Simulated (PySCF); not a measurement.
C₂H₈OSSi₂.
SMILES: `C=CO[SiH2]S[SiH3]`

Method used: TDDFT PBE0/def2-SVPD, vertical, gas phase, core orbitals frozen in the response (PySCF). One conformer (not necessarily the lowest) at the GFN2-xTB geometry, without solvent, vibrations or thermal averaging. Torsions of this conformer, `[CH2:1]=[CH:2][O:3][SiH2:4][S:5][SiH3:6]`: C1–C2–O3–Si4 -2°, C2–O3–Si4–S5 178°, O3–Si4–S5–Si6 180°.

```json
{"state": "S1", "E (eV)": "5.74", "λ (nm)": "216.0", "f": "0.0016", "main configurations (H = HOMO, L = LUMO)": "H-1→L (54%), H→L (42%)"}
{"state": "S2", "E (eV)": "5.97", "λ (nm)": "207.8", "f": "0.0068", "main configurations (H = HOMO, L = LUMO)": "H→L (49%), H-1→L (42%)"}
{"state": "S3", "E (eV)": "6.03", "λ (nm)": "205.6", "f": "0.012", "main configurations (H = HOMO, L = LUMO)": "H-1→L+1 (63%), H→L+1 (32%)"}
{"state": "S4", "E (eV)": "6.35", "λ (nm)": "195.1", "f": "0.0007", "main configurations (H = HOMO, L = LUMO)": "H-1→L+3 (37%), H→L+3 (26%), H-1→L+2 (17%)"}
{"state": "S5", "E (eV)": "6.42", "λ (nm)": "193.1", "f": "0.0007", "main configurations (H = HOMO, L = LUMO)": "H→L+1 (46%), H-1→L+1 (26%), H-1→L+3 (10%)"}
{"state": "S6", "E (eV)": "6.73", "λ (nm)": "184.3", "f": "0.0093", "main configurations (H = HOMO, L = LUMO)": "H→L+4 (25%), H→L+3 (22%), H-1→L+3 (13%)"}
```

Triplets (Tamm–Dancoff): T1 4.42 eV, H→L+2 (57%), H→L+3 (22%), H-1→L+2 (10%); T2 5.53 eV, H-1→L (68%), H→L (27%).

The lowest singlet lies at 5.74 eV (216 nm, ultraviolet) and is very weak; its leading configuration is HOMO-1→LUMO (54%). The most intense listed level is S3 at 6.03 eV (206 nm, f = 0.012), 0.29 eV above S1. Löwdin shares by element: HOMO carbon 53%, oxygen 18%, sulfur 16%; LUMO silicon 42%, sulfur 20%, hydrogen 8% or more (atoms not listed hold the other 31%). Weighted by f, the mean energy of these states is 6.22 eV. Orbital energies (eV): HOMO-3 -9.60, HOMO-2 -8.84, HOMO-1 -7.43, HOMO -7.25, LUMO -0.27, LUMO+1 -0.02, LUMO+2 0.33. The listed states span 0.99 eV, and the widest gap between neighbours is 0.32 eV (S3 to S4). The window holds the lowest 6 singlets.
